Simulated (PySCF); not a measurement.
C2H9FSi2, SMILES CC[SiH2][SiH2]F, singlet, GFN2-xTB optimised geometry.

```
14

C      0.73    -1.71     0.34
C      1.27    -0.58    -0.54
Si     0.62     1.13     0.00
Si    -1.68     1.13     0.00
F     -2.17     2.67     0.00
H      1.01    -1.56     1.38
H     -0.35    -1.76     0.28
H      1.13    -2.67     0.02
H      2.36    -0.59    -0.50
H      0.99    -0.78    -1.58
H      1.22     2.13    -0.91
H      1.18     1.42     1.33
H     -2.36     0.59    -1.18
H     -2.35     0.60     1.19
```

Density from PBE/def2-TZVP in PySCF at that geometry.

Minimum of the electron density along straight lines between bonded atoms, close to the bond critical point (lines longer than 1.1 times the sum of covalent radii, or with two minima, are not listed):

```json
[
 {"bond": "C1–C2", "length / Å": "1.524", "ρ at the minimum / e bohr⁻³": "___", "∇²ρ there / e bohr⁻⁵": "___", "position (fraction from the first atom)": "0.50"},
 {"bond": "C2–Si3", "length / Å": "1.906", "ρ at the minimum / e bohr⁻³": "0.115", "∇²ρ there / e bohr⁻⁵": "0.14", "position (fraction from the first atom)": "0.61"},
 {"bond": "Si3–Si4", "length / Å": "2.307", "ρ at the minimum / e bohr⁻³": "___", "∇²ρ there / e bohr⁻⁵": "-0.19", "position (fraction from the first atom)": "0.41"},
 {"bond": "Si4–F5", "length / Å": "1.617", "ρ at the minimum / e bohr⁻³": "0.132", "∇²ρ there / e bohr⁻⁵": "0.91", "position (fraction from the first atom)": "0.42"},
 {"bond": "C1–H6", "length / Å": "1.088", "ρ at the minimum / e bohr⁻³": "0.278", "∇²ρ there / e bohr⁻⁵": "-0.93", "position (fraction from the first atom)": "0.64"},
 {"bond": "C1–H7", "length / Å": "1.089", "ρ at the minimum / e bohr⁻³": "0.276", "∇²ρ there / e bohr⁻⁵": "-0.92", "position (fraction from the first atom)": "0.64"},
 {"bond": "C1–H8", "length / Å": "1.089", "ρ at the minimum / e bohr⁻³": "0.277", "∇²ρ there / e bohr⁻⁵": "-0.93", "position (fraction from the first atom)": "0.64"},
 {"bond": "C2–H9", "length / Å": "1.091", "ρ at the minimum / e bohr⁻³": "0.273", "∇²ρ there / e bohr⁻⁵": "-0.90", "position (fraction from the first atom)": "0.64"},
 {"bond": "C2–H10", "length / Å": "1.092", "ρ at the minimum / e bohr⁻³": "0.273", "∇²ρ there / e bohr⁻⁵": "-0.89", "position (fraction from the first atom)": "0.64"},
 {"bond": "Si3–H11", "length / Å": "1.472", "ρ at the minimum / e bohr⁻³": "0.121", "∇²ρ there / e bohr⁻⁵": "0.17", "position (fraction from the first atom)": "0.50"},
 {"bond": "Si3–H12", "length / Å": "1.474", "ρ at the minimum / e bohr⁻³": "0.121", "∇²ρ there / e bohr⁻⁵": "0.17", "position (fraction from the first atom)": "0.50"},
 {"bond": "Si4–H13", "length / Å": "1.463", "ρ at the minimum / e bohr⁻³": "0.126", "∇²ρ there / e bohr⁻⁵": "0.16", "position (fraction from the first atom)": "0.50"},
 {"bond": "Si4–H14", "length / Å": "1.462", "ρ at the minimum / e bohr⁻³": "0.126", "∇²ρ there / e bohr⁻⁵": "0.16", "position (fraction from the first atom)": "0.50"}
]
```

### Question
Fill in the missing entries.

### Answer

- C1–C2, ρ at the minimum / e bohr⁻³: 0.239
- C1–C2, ∇²ρ there / e bohr⁻⁵: -0.55
- Si3–Si4, ρ at the minimum / e bohr⁻³: 0.099
